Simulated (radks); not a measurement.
Results of a calculation; reference values are marked as such.
Effect of the nuclear size on the potassium ion K2+, [Ne] 3s2 3p5. Code: a radial shooting solver on a logarithmic mesh with Libxc functionals. Model: Dirac Kohn-Sham, BLYP, spin-unpolarised, spherical densities, finite nucleus; open shells are shared between the two j in proportion to 2j + 1; Fermi nuclear charge, rms radius 3.4349 fm. The rms radius is varied about that value; shifts are against it.

rms radius (fm) = 3.0777: total energy shift (eV) -0.00466; density at nucleus (e/bohr^3) 5209; 1s1/2 shift (meV) -1.96; 2s1/2 shift (meV) -0.152
rms radius (fm) = 3.1395: total energy shift (eV) -0.00389; density at nucleus (e/bohr^3) 5207; 1s1/2 shift (meV) -1.64; 2s1/2 shift (meV) -0.127
rms radius (fm) = 3.4349: total energy shift (eV) 0; density at nucleus (e/bohr^3) 5196; 1s1/2 shift (meV) 0.000; 2s1/2 shift (meV) 0.000
rms radius (fm) = 3.6479: total energy shift (eV) 0.00301; density at nucleus (e/bohr^3) 5189; 1s1/2 shift (meV) 1.27; 2s1/2 shift (meV) 0.098
rms radius (fm) = 3.957: total energy shift (eV) 0.00770; density at nucleus (e/bohr^3) 5179; 1s1/2 shift (meV) 3.24; 2s1/2 shift (meV) 0.251

Slopes of the eigenvalues against <r^2> in GHz/fm^2, as finite differences over the two radii next to the reference (eigenvalue slopes, not the field-shift constants of lines): 1s1/2 204, 2s1/2 15.8.
